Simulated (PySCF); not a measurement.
This script is equivalent to a calculation on Mo⁺ (molybdenum, charge +1).

```python
from pyscf import gto, scf, dft, mp, cc
import basis_set_exchange as bse
txt = bse.get_basis("aug-cc-pVDZ-PP", elements=["Mo"], fmt="nwchem", header=False)
cut = txt.index("\nECP")
mol = gto.M(atom="Mo 0 0 0", charge=1, spin=5, symmetry="D2h",
            basis=gto.basis.parse(txt[:cut]),
            ecp={"Mo": gto.basis.parse_ecp(txt[cut:])})
mf = dft.UKS(mol, xc="B88,P86")
mf.irrep_nelec = {'Ag': (3, 1), 'B1g': (1, 0), 'B2g': (1, 0), 'B3g': (1, 0), 'B1u': (1, 1), 'B2u': (1, 1), 'B3u': (1, 1)}
mf.kernel()
```

Task: What total energy does it give?

Result: -67.675 hartree (calculated).

Task: Which occupied shell lies highest, and where?

Result: 4d α, at -11.455 eV.

Task: What is ⟨S²⟩, and what would a pure spin state give?

Result: 8.750, against 8.75.

Energies and moments cover only the electrons outside the core potential.
